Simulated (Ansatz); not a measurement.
Reaction (cleavage of the Si–Ge bond): `F[Si](F)(S)[GeH3]` + HCl → `F[Si](F)(S)Cl` + GeH₄

Isolated molecules relaxed with PBE0-D4/def2-TZVP in Ansatz; ΔE leaves out vibrations. CCSD(T)/CBS adds triple-zeta CCSD(T) − MP2 to the extrapolated MP2 energy (def2 sets, frozen cores). This one scheme is used for every species. DFT in def2-TZVPP. For Ge outer-core shells are correlated without core-valence functions, which leaves a few kJ/mol of doubt a bond. Scalar relativity is left out up to krypton. Each species was taken in one conformer, which may not be the lowest.

| level | ΔE (kJ/mol) | difference from CCSD(T)/CBS |
| --- | --- | --- |
| PBE-D4 | -77.1 | 10.9 |
| r2SCAN-D4 | -91.2 | -3.2 |
| PBE0-D4 | -83.5 | 4.5 |
| BLYP | -82.6 | 5.4 |
| r2SCANh | -92.8 | -4.8 |
| BHLYP | -96.0 | -8.0 |
| CCSD/def2-SVP | -92.6 | -4.6 |
| CCSD(T)/def2-SVP | -91.2 | -3.2 |
| CCSD(T)/def2-TZVPP | -88.3 | -0.3 |
| MP2/def2-QZVPP | -95.0 | -7.0 |
| CCSD(T)/CBS | -88.0 | 0 |

Largest T1 diagnostic among the species: 0.012.

Leaving LDA and LC-ωPBE aside and taking each functional with its dispersion term where it has one, the values, not all of them listed here, spread over 22.6 kJ/mol, from B97M-V to PBE-D4. In def2-TZVPP, CCSD(T) changes the Hartree–Fock value by +17.7 kJ/mol (the triples alone add +1.2 kJ/mol) and MP2 by +11.2 kJ/mol.

CCSD(T)/CBS has its own doubt, a few kJ/mol and more with outer-core shells, so smaller differences from it don't rank the levels.
